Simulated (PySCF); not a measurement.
PySCF input file for 2-selenophen-2-ylthiophene (C8H6SSe), SMILES [se]1c(-c2sccc2)ccc1, TDDFT-PBE/def2-SVP. Geometry optimised at PBE0-D3(BJ)/def2-SVP. The values are those of a single conformer.

```python
import numpy as np
from pyscf import gto, scf, dft, tdscf

mol = gto.M(
    atom='''
    C    -1.27803761    3.04299184    0.00000000
    C    -0.01150443    3.56570168    0.00000000
    S     1.18382359    2.33369747    0.00000000
    C    -0.01376540    1.07589080    0.00000000
    C     0.37877604   -0.31674648    0.00000000
    C     1.64924237   -0.84526757    0.00000000
    C     1.71984063   -2.26668481    0.00000000
    C     0.50949194   -2.90021560    0.00000000
    Se   -0.89486620   -1.69148739    0.00000000
    C    -1.28059688    1.62415610    0.00000000
    H    -2.18051148    3.65518544    0.00000000
    H     0.28661252    4.61315479    0.00000000
    H     2.53822667   -0.21004378    0.00000000
    H     2.66652328   -2.81058200    0.00000000
    H     0.32106450   -3.97309104    0.00000000
    H    -2.18832217    1.01783263    0.00000000
    ''',
    basis='def2-SVP',
    charge=0,
    spin=0,
    symmetry=True,
    max_memory=1600,
    verbose=4,
)
mf = dft.RKS(mol, xc='pbe').density_fit(auxbasis='def2-universal-jkfit')
mf.grids.level = 3
mf.conv_tol = 1e-9
mf.max_cycle = 100
mf.kernel()
mf.grids = dft.Grids(mol).set(level=1).build(with_non0tab=True)  # coarser grid for the response kernel
td = tdscf.TDDFT(mf)
td.singlet = True
td.nstates = 10
td.conv_tol = 1e-4
td.positive_eig_threshold = 1e-6
td.kernel(x0=td.get_init_guess(mf, 15))
td.analyze()
tt = tdscf.TDA(mf)
tt.singlet = False
tt.nstates = 4
tt.conv_tol = 1e-4
tt.positive_eig_threshold = 1e-6
tt.kernel(x0=tt.get_init_guess(mf, 9))
tt.analyze(verbose=3)
```

It prints:

```
PySCF version 2.14.0

[INPUT] verbose = 4
[INPUT] num. atoms = 16
[INPUT] num. electrons = 104
[INPUT] charge = 0
[INPUT] spin (= nelec alpha-beta = 2S) = 0
[INPUT] symmetry True subgroup None
[INPUT] Mole.unit = angstrom
[INPUT] Symbol           X                Y                Z      unit          X                Y                Z       unit  Magmom
[INPUT]  1 C     -1.278037610000   3.042991840000   0.000000000000 AA   -2.415141059794   5.750421176886   0.000000000000 Bohr   0.0
[INPUT]  2 C     -0.011504430000   3.565701680000   0.000000000000 AA   -0.021740221919   6.738199617102   0.000000000000 Bohr   0.0
[INPUT]  3 S      1.183823590000   2.333697470000   0.000000000000 AA    2.237102364899   4.410049075890   0.000000000000 Bohr   0.0
[INPUT]  4 C     -0.013765400000   1.075890800000   0.000000000000 AA   -0.026012835995   2.033138951939   0.000000000000 Bohr   0.0
[INPUT]  5 C      0.378776040000  -0.316746480000   0.000000000000 AA    0.715782978147  -0.598564098120   0.000000000000 Bohr   0.0
[INPUT]  6 C      1.649242370000  -0.845267570000   0.000000000000 AA    3.116616392329  -1.597324209277   0.000000000000 Bohr   0.0
[INPUT]  7 C      1.719840630000  -2.266684810000   0.000000000000 AA    3.250027768599  -4.283413501612   0.000000000000 Bohr   0.0
[INPUT]  8 C      0.509491940000  -2.900215600000   0.000000000000 AA    0.962800229273  -5.480613186191   0.000000000000 Bohr   0.0
[INPUT]  9 Se    -0.894866200000  -1.691487390000   0.000000000000 AA   -1.691052036130  -3.196447910255   0.000000000000 Bohr   0.0
[INPUT] 10 C     -1.280596880000   1.624156100000   0.000000000000 AA   -2.419977379173   3.069210212542   0.000000000000 Bohr   0.0
[INPUT] 11 H     -2.180511480000   3.655185440000   0.000000000000 AA   -4.120569508670   6.907299416098   0.000000000000 Bohr   0.0
[INPUT] 12 H      0.286612520000   4.613154790000   0.000000000000 AA    0.541619166671   8.717599123325   0.000000000000 Bohr   0.0
[INPUT] 13 H      2.538226670000  -0.210043780000   0.000000000000 AA    4.796553248367  -0.396925218368   0.000000000000 Bohr   0.0
[INPUT] 14 H      2.666523280000  -2.810582000000   0.000000000000 AA    5.038998703977  -5.311230230632   0.000000000000 Bohr   0.0
[INPUT] 15 H      0.321064500000  -3.973091040000   0.000000000000 AA    0.606723973320  -7.508053933563   0.000000000000 Bohr   0.0
[INPUT] 16 H     -2.188322170000   1.017832630000   0.000000000000 AA   -4.135329573614   1.923424911346   0.000000000000 Bohr   0.0

nuclear repulsion = 834.860855969396
point group symmetry = Cs
symmetry origin: [-1.45363531e-09  1.09022653e-09  0.00000000e+00]
symmetry axis x: [1.00000000e+00 1.65940641e-10 0.00000000e+00]
symmetry axis y: [-1.65940641e-10  1.00000000e+00  0.00000000e+00]
symmetry axis z: [0. 0. 1.]
num. orbitals of irrep A' = 139
num. orbitals of irrep A" = 53
number of shells = 86
number of NR pGTOs = 344
number of NR cGTOs = 192
basis = def2-SVP
ecp = {}


[settings echo left out]
init E= -3107.14398081857
HOMO (A") = -0.25392785354542  LUMO (A") = -0.140483747828546  gap/eV = 3.08697
cycle= 1 E= -3106.52586766899  delta_E= 0.618  |g|= 0.615  |ddm|= 5.31
HOMO (A") = -0.110085172310271  LUMO (A") = -0.016211850582101  gap/eV = 2.55442
cycle= 2 E= -3106.24995550132  delta_E= 0.276  |g|= 1.13  |ddm|= 2.13
HOMO (A") = -0.175886201405658  LUMO (A") = -0.0678201893177772  gap/eV = 2.94063
cycle= 3 E= -3106.61725538747  delta_E= -0.367  |g|= 0.175  |ddm|=  1.7
HOMO (A") = -0.185326181973695  LUMO (A") = -0.0782042358270503  gap/eV = 2.91494
cycle= 4 E= -3106.62611856066  delta_E= -0.00886  |g|= 0.0801  |ddm|= 0.355
HOMO (A") = -0.183103914176155  LUMO (A") = -0.0770889655734184  gap/eV = 2.88481
cycle= 5 E= -3106.62760031953  delta_E= -0.00148  |g|= 0.0335  |ddm|= 0.129
HOMO (A") = -0.182612047596026  LUMO (A") = -0.0761944874287162  gap/eV = 2.89577
cycle= 6 E= -3106.62788188172  delta_E= -0.000282  |g|= 0.0161  |ddm|= 0.0617
HOMO (A") = -0.182961425458981  LUMO (A") = -0.0764694612078127  gap/eV = 2.89779
cycle= 7 E= -3106.62795828354  delta_E= -7.64e-05  |g|= 0.00451  |ddm|= 0.0243
HOMO (A") = -0.183024857254747  LUMO (A") = -0.0765427885827994  gap/eV = 2.89752
cycle= 8 E= -3106.62796375688  delta_E= -5.47e-06  |g|= 0.000564  |ddm|= 0.00588
HOMO (A") = -0.183007753015363  LUMO (A") = -0.0765265553793739  gap/eV = 2.89750
cycle= 9 E= -3106.62796379306  delta_E= -3.62e-08  |g|= 0.000405  |ddm|= 0.00109
HOMO (A") = -0.183012360384522  LUMO (A") = -0.0765323696139002  gap/eV = 2.89747
cycle= 10 E= -3106.62796383159  delta_E= -3.85e-08  |g|= 0.00017  |ddm|= 0.000632
HOMO (A") = -0.183012933653744  LUMO (A") = -0.0765322970277516  gap/eV = 2.89749
cycle= 11 E= -3106.6279638388  delta_E= -7.21e-09  |g|= 6.68e-05  |ddm|= 0.000238
HOMO (A") = -0.183010096172922  LUMO (A") = -0.0765297373365987  gap/eV = 2.89748
cycle= 12 E= -3106.62796383987  delta_E= -1.07e-09  |g|= 9.2e-06  |ddm|= 6.67e-05
HOMO (A") = -0.183010925541322  LUMO (A") = -0.0765304795310988  gap/eV = 2.89748
cycle= 13 E= -3106.62796383988  delta_E= -1.91e-11  |g|= 5.01e-06  |ddm|= 1.64e-05
HOMO (A") = -0.183010840516912  LUMO (A") = -0.0765304782420277  gap/eV = 2.89748
Extra cycle  E= -3106.62796383984  delta_E= 4.09e-11  |g|= 1.21e-05  |ddm|= 1.98e-05
converged SCF energy = -3106.62796383984
tot grids = 69920
Overwritten attributes  positive_eig_threshold  of <class 'pyscf.tdscf.rks.CasidaTDDFT'>


******** <class 'pyscf.tdscf.rks.CasidaTDDFT'> for <class 'pyscf.df.df_jk.DFSymAdaptedRKS'> ********
nstates = 10 singlet
deg_eia_thresh = 1.000e-03
wfnsym = None
conv_tol = 0.0001
eigh lindep = 1e-12
eigh level_shift = 0
eigh max_cycle = 100


Excitation energies (eV)
[3.77409622 4.2473426  4.41833255 4.55327892 4.69738326 5.1631573
 5.40146636 5.60190465 5.66823523 5.6749373 ]

** Singlet excitation energies and oscillator strengths **
Excited State   1:   A'      3.77410 eV    328.51 nm  f=0.3958
      52 -> 53       -0.69854
Excited State   2:   A'      4.24734 eV    291.91 nm  f=0.0106
      49 -> 53        0.10637
      51 -> 53        0.64298
      51 -> 55       -0.11039
      52 -> 55       -0.21043
Excited State   3:   A"      4.41833 eV    280.61 nm  f=0.0000
      52 -> 54       -0.70648
Excited State   4:   A'      4.55328 eV    272.30 nm  f=0.0270
      49 -> 53        0.16922
      50 -> 53        0.58269
      51 -> 53       -0.13944
      51 -> 55        0.14194
      52 -> 55       -0.25456
      52 -> 57        0.12459
Excited State   5:   A'      4.69738 eV    263.94 nm  f=0.0031
      49 -> 53        0.36872
      50 -> 53       -0.31845
      50 -> 55       -0.13348
      51 -> 53       -0.15852
      52 -> 55       -0.45725
Excited State   6:   A"      5.16316 eV    240.13 nm  f=0.0000
      52 -> 56       -0.70635
Excited State   7:   A"      5.40147 eV    229.54 nm  f=0.0000
      51 -> 54        0.70006
Excited State   8:   A'      5.60190 eV    221.33 nm  f=0.0220
      49 -> 53        0.29179
      51 -> 55        0.45759
      52 -> 55        0.24606
      52 -> 57       -0.33099
Excited State   9:   A"      5.66824 eV    218.74 nm  f=0.0001
      50 -> 54        0.70031
Excited State  10:   A'      5.67494 eV    218.48 nm  f=0.0051
      49 -> 53       -0.44783
      51 -> 55        0.33394
      51 -> 57       -0.13128
      52 -> 55       -0.31058
      52 -> 57       -0.17959
      52 -> 59       -0.13677

** Transition electric dipole moments (AU) **
state          X           Y           Z        Dip. S.      Osc.
  1        -0.2459      2.0544     -0.0000      4.2811      0.3958
  2        -0.2983      0.1153      0.0000      0.1023      0.0106
  3         0.0000      0.0000      0.0147      0.0002      0.0000
  4         0.4877     -0.0655      0.0000      0.2422      0.0270
  5        -0.1305     -0.0998     -0.0000      0.0270      0.0031
  6         0.0000     -0.0000      0.0186      0.0003      0.0000
  7         0.0000     -0.0000     -0.0131      0.0002      0.0000
  8        -0.2262      0.3298     -0.0000      0.1599      0.0220
  9         0.0000     -0.0000     -0.0253      0.0006      0.0001
 10        -0.1763      0.0756      0.0000      0.0368      0.0051

** Transition velocity dipole moments (imaginary part, AU) **
state          X           Y           Z        Dip. S.      Osc.
  1        -0.0367      0.2899     -0.0000      0.0854      0.4105
  2        -0.0431      0.0191      0.0000      0.0022      0.0095
  3         0.0000      0.0000      0.0047      0.0000      0.0001
  4         0.0742     -0.0147      0.0000      0.0057      0.0228
  5        -0.0200     -0.0167     -0.0000      0.0007      0.0026
  6         0.0000     -0.0000      0.0054      0.0000      0.0001
  7         0.0000     -0.0000     -0.0037      0.0000      0.0000
  8        -0.0370      0.0615     -0.0000      0.0051      0.0167
  9         0.0000     -0.0000     -0.0075      0.0001      0.0002
 10        -0.0302      0.0133      0.0000      0.0011      0.0035

** Transition magnetic dipole moments (imaginary part, AU) **
state          X           Y           Z
  1         0.0000     -0.0000     -0.3456
  2         0.0000     -0.0000      0.4126
  3        -0.1377      0.0645     -0.0000
  4         0.0000     -0.0000     -0.0778
  5         0.0000     -0.0000     -0.9663
  6         0.0913     -0.0687     -0.0000
  7         0.4547      0.0331     -0.0000
  8         0.0000      0.0000      1.0689
  9        -0.0782     -0.0014      0.0000
 10        -0.0000     -0.0000     -1.3524
Overwritten attributes  positive_eig_threshold  of <class 'pyscf.tdscf.rks.TDA'>


******** <class 'pyscf.tdscf.rks.TDA'> for <class 'pyscf.df.df_jk.DFSymAdaptedRKS'> ********
nstates = 4 triplet
deg_eia_thresh = 1.000e-03
wfnsym = None
conv_tol = 0.0001
eigh lindep = 1e-12
eigh level_shift = 0
eigh max_cycle = 100


Excitation energies (eV)
[2.5145751  3.57458893 3.91830126 3.93531916]

** Triplet excitation energies and oscillator strengths **
Excited State   1:   A'      2.51458 eV    493.06 nm  f=0.0000
Excited State   2:   A'      3.57459 eV    346.85 nm  f=0.0000
Excited State   3:   A'      3.91830 eV    316.42 nm  f=0.0000
Excited State   4:   A'      3.93532 eV    315.05 nm  f=0.0000
```

The run converged.
